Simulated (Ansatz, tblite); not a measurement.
Cost and result up the ladder for Al₆As₇H₂₀⁺, a cluster cut from zinc blende AlAs (hydrogen-capped) (33 atoms). The state is a singlet with charge 1. Geometry: PBE-D4/def2-SVP.

```xyz
33

As   -0.2015    3.5697   -0.2927
As    2.2305   -3.1024   -0.8002
As    0.0092    0.3558   -2.3984
As    2.0473    0.4310    0.8434
As   -1.3270    1.5089    2.7186
As   -1.0726   -1.8765    0.6282
As   -3.2628    1.2165   -0.5754
Al    3.7822   -1.2368   -0.0452
Al    1.5151    1.8778   -1.0720
Al   -2.3003    2.9695    0.9398
Al    0.1037   -4.1044    0.1616
Al   -1.9860   -0.8117   -1.3945
Al    0.1926   -0.4617    2.2213
H    -0.5692    4.5356   -1.4125
H     0.5302    4.5616    0.6018
H     3.1663   -4.2933   -0.9839
H     1.9662   -2.8713   -2.2875
H    -0.4153    1.0358   -3.6933
H     0.8973   -0.7220   -3.0072
H     2.8221    1.3685    1.7659
H    -0.6748    2.4473    3.7271
H    -2.4954    1.0542    3.5851
H    -2.3511   -2.2471    1.3772
H    -3.9632    1.9272   -1.7269
H    -4.5067    0.6917    0.1292
H     4.3320   -0.5251   -1.3700
H     4.6107   -1.7689    1.2078
H     2.6551    2.5893   -1.9181
H    -3.2636    4.1628    1.3495
H    -0.7052   -4.7995   -1.0261
H     0.4674   -4.6956    1.5973
H    -2.8409   -1.6417   -2.4448
H     0.6075   -1.1451    3.5949
```

Ansatz on 2 threads of AMD EPYC 7R13 on a shared host and a share (18 GiB) of an NVIDIA H100 80GB HBM3; xTB runs through tblite on one thread. Times are rough, summed over both states, and most runs start from the orbitals of an earlier one. PBE0-D4/def2-TZVP serves as the yardstick here, not as an exact answer. The other state is a doublet.

The xTB rows come from tblite. B3LYP takes the VWN-RPA correlation. Single mean-field runs in def2-TZVP are fitted with def2-universal-jkfit.

Run but left out: PBE-D4/def2-TZVP (charge +2 doublet: an occupied level 0.05 eV above an empty one).

Raw xTB energies of ions are shifted by several eV.

| level | functions | vertical IE (eV) | difference from PBE0-D4/def2-TZVP (eV) |
| --- | --- | --- | --- |
| GFN1-xTB | 157 | 15.20 | 3.70 |
| B3LYP-D4/def2-TZVP (with forces) | 678 | 11.47 | -0.03 |
| GFN2-xTB | 137 | 14.49 | 2.99 |
| PBE0-D4/def2-TZVP (with forces) | 678 | 11.50 | 0.00 |

**Question.** Estimate how long each takes.

**Answer.** GFN2-xTB 0.32 s; GFN1-xTB 0.35 s; PBE0-D4/def2-TZVP (with forces) 25 s; B3LYP-D4/def2-TZVP (with forces) 29 s. On shared hardware such times vary by a factor of up to 3.
